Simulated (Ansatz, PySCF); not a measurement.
The pair A = CH5N (SMILES CN) (first 7 atoms), B = CH6Si (SMILES C[SiH3]); geometry from B3LYP-D3(BJ)/def2-TZVP.
(charge 0, multiplicity 1):
```tsv
atom	x (Å)	y (Å)	z (Å)
C	-0.9787	0.2707	0.0891
N	0.4280	0.1575	0.4703
H	-1.2348	-0.5492	-0.5836
H	-1.1271	1.2007	-0.4617
H	-1.6881	0.2560	0.9270
H	0.5962	-0.7062	0.9716
H	0.6962	0.9170	1.0842
C	1.4717	-0.1681	4.2138
Si	-0.3894	-0.0408	4.0138
H	1.7447	-1.1060	4.7012
H	1.8515	0.6517	4.8263
H	1.9803	-0.1304	3.2491
H	-0.9086	-1.1581	3.1886
H	-0.7630	1.2350	3.3567
H	-1.0533	-0.0935	5.3391
```

Rows in 6-31G* carry no dispersion term and start afresh at each structure (6-31G* with six Cartesian d functions). MP2/6-31G* freezes PySCF's default core.

The values were computed with Ansatz (Gaussian orbitals); PySCF for 6-31G* rows. 

Total energies (hartree), monomers frozen at their geometry in the pair:

| structure | HF/6-31G* | HF/aug-cc-pV(D+d)Z | MP2/6-31G* |
|---|---|---|---|
| AB | -425.4807960 | -425.5298636 | -425.9942770 |
| A in the pair's basis | -95.2107749 | -95.2310062 | -95.5091887 |
| B in the pair's basis | -330.2725686 | -330.3012238 | -330.4859564 |
| A | -95.2094269 | -95.2307676 | -95.5063727 |
| B | -330.2722690 | -330.3008756 | -330.4851816 |

Work out the interaction energy without and with the counterpoise correction, and the superposition error, for each level.


E(AB) − E(A) − E(B), times 627.509 kcal/mol, with the monomers in their own basis and then in the pair's basis:
- HF/6-31G*: 0.56 uncorrected, 1.60 corrected; the monomers gain 1.03 kcal/mol from borrowed functions
- HF/aug-cc-pV(D+d)Z: 1.12 uncorrected, 1.48 corrected; the monomers gain 0.37 kcal/mol from borrowed functions
- MP2/6-31G*: -1.71 uncorrected, 0.54 corrected; the monomers gain 2.25 kcal/mol from borrowed functions

Ansatz is a first-principles code.
